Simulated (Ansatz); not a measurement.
Relaxation of AlBH4O2 (8 atoms, charge 0, multiplicity 1), to a largest force component of 0.015 eV/Å in at most 40 steps.

These are results of RKS LDA/def2-SVP in Ansatz, not measurements.

```xyz
8
Properties=species:S:1:pos:R:3
O -1.526 -0.007 0.674
B -1.101 -0.313 -0.563
Al -3.084 -0.703 -0.976
O -3.880 -1.199 -2.332
H -2.450 -0.052 0.937
H 0.055 -0.235 -0.825
H -3.975 -0.466 0.273
H -4.387 -1.482 -3.080
```

Task: Where does it end, and by what steps?

Result: It converged. After 26 steps the energy has fallen by 0.597 eV; H5 moved furthest, 0.85 Å.

```json
{"step": "0", "energy less start (eV)": "0.0000", "largest force component (eV/Å)": "2.887", "accepted": "yes"}
{"step": "1", "energy less start (eV)": "-0.3927", "largest force component (eV/Å)": "1.470", "accepted": "yes"}
{"step": "2", "energy less start (eV)": "-0.4892", "largest force component (eV/Å)": "0.490", "accepted": "yes"}
{"step": "3", "energy less start (eV)": "-0.4612", "largest force component (eV/Å)": "0.712", "accepted": "no"}
{"step": "4", "energy less start (eV)": "-0.5052", "largest force component (eV/Å)": "0.287", "accepted": "yes"}
{"step": "5", "energy less start (eV)": "-0.5077", "largest force component (eV/Å)": "0.114", "accepted": "yes"}
{"step": "6", "energy less start (eV)": "-0.5151", "largest force component (eV/Å)": "0.117", "accepted": "yes"}
{"step": "7", "energy less start (eV)": "-0.5198", "largest force component (eV/Å)": "0.759", "accepted": "yes"}
{"step": "8", "energy less start (eV)": "-0.5411", "largest force component (eV/Å)": "0.351", "accepted": "yes"}
{"step": "9", "energy less start (eV)": "-0.5471", "largest force component (eV/Å)": "0.287", "accepted": "yes"}
{"step": "10", "energy less start (eV)": "-0.5509", "largest force component (eV/Å)": "0.284", "accepted": "yes"}
{"step": "11", "energy less start (eV)": "-0.4735", "largest force component (eV/Å)": "2.596", "accepted": "no"}
{"step": "12", "energy less start (eV)": "-0.5646", "largest force component (eV/Å)": "0.138", "accepted": "yes"}
{"step": "13", "energy less start (eV)": "-0.5638", "largest force component (eV/Å)": "0.559", "accepted": "no"}
{"step": "14", "energy less start (eV)": "-0.5683", "largest force component (eV/Å)": "0.061", "accepted": "yes"}
{"step": "15", "energy less start (eV)": "-0.5692", "largest force component (eV/Å)": "0.076", "accepted": "yes"}
{"step": "16", "energy less start (eV)": "-0.5716", "largest force component (eV/Å)": "0.087", "accepted": "yes"}
{"step": "17", "energy less start (eV)": "-0.5749", "largest force component (eV/Å)": "0.231", "accepted": "yes"}
{"step": "18", "energy less start (eV)": "-0.5737", "largest force component (eV/Å)": "0.592", "accepted": "no"}
{"step": "19", "energy less start (eV)": "-0.5814", "largest force component (eV/Å)": "0.146", "accepted": "yes"}
{"step": "20", "energy less start (eV)": "-0.5874", "largest force component (eV/Å)": "0.152", "accepted": "yes"}
{"step": "21", "energy less start (eV)": "-0.5913", "largest force component (eV/Å)": "0.191", "accepted": "yes"}
{"step": "22", "energy less start (eV)": "-0.5942", "largest force component (eV/Å)": "0.115", "accepted": "yes"}
{"step": "23", "energy less start (eV)": "-0.5953", "largest force component (eV/Å)": "0.200", "accepted": "yes"}
{"step": "24", "energy less start (eV)": "-0.5963", "largest force component (eV/Å)": "0.123", "accepted": "yes"}
{"step": "25", "energy less start (eV)": "-0.5971", "largest force component (eV/Å)": "0.022", "accepted": "yes"}
{"step": "26", "energy less start (eV)": "-0.5971", "largest force component (eV/Å)": "0.005", "accepted": "yes"}
```

```xyz
8
Properties=species:S:1:pos:R:3
O -1.035 0.122 0.875
B -1.313 -0.279 -0.382
Al -3.297 -0.747 -1.021
O -3.548 -1.245 -2.634
H -1.817 0.178 1.458
H -0.326 -0.346 -1.107
H -4.603 -0.661 -0.065
H -4.409 -1.478 -3.017
```

Whether the end is a true minimum wasn't checked by a vibrational analysis.

The run took 42 s on 1 thread of Arm Neoverse V1 (shared host), peak memory 0.14 GiB.
